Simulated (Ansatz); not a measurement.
CH7BOSi can be A, `CB[SiH2]O`, or B, `OBC[SiH3]`.

Isolated molecules relaxed with PBE0-D4/def2-TZVP in Ansatz; ΔE leaves out vibrations. CCSD(T)/CBS is the MP2 limit (def2-TZVPP, def2-QZVPP) plus CCSD(T) − MP2 in def2-TZVPP, frozen cores. Functionals use def2-TZVPP. One conformer a species, not always the lowest.

(1) Which isomer does CCSD(T)/CBS put lower? Give the gap. (An estimate is asked.)

(2) Give E(B) − E(A) in kcal/mol with CCSD/def2-TZVPP, MP2/def2-TZVPP, CCSD(T)/def2-TZVPP, PBE0-D4, LDA (SPW92), r2SCAN-D4, BLYP-D4. (An estimate is asked.)

(3) Does the order hold for the free energy at 298.15 K (harmonic terms from PBE0-D4)? (An estimate is asked.)

Largest T1 diagnostic: 0.012.

Results:

(1) Ansatz gave: B, by 22.5 kcal/mol.

(2) Computed: CCSD/def2-TZVPP -22.8, MP2/def2-TZVPP -24.4, CCSD(T)/def2-TZVPP -23.4, PBE0-D4 -22.7, LDA (SPW92) -24.9, r2SCAN-D4 -22.7, BLYP-D4 -22.3. None reverses the order clearly.

(3) The calculation gave: Yes: G(B) − G(A) = -21.3 kcal/mol, for one conformer each.

At CCSD(T), def2-SVP lies −8.2 kcal/mol from the extrapolated value and def2-TZVPP −0.8 kcal/mol. In def2-TZVPP, CCSD(T) changes the Hartree–Fock value by −1.9 kcal/mol (the triples alone add −0.6 kcal/mol) and MP2 by −3.0 kcal/mol.
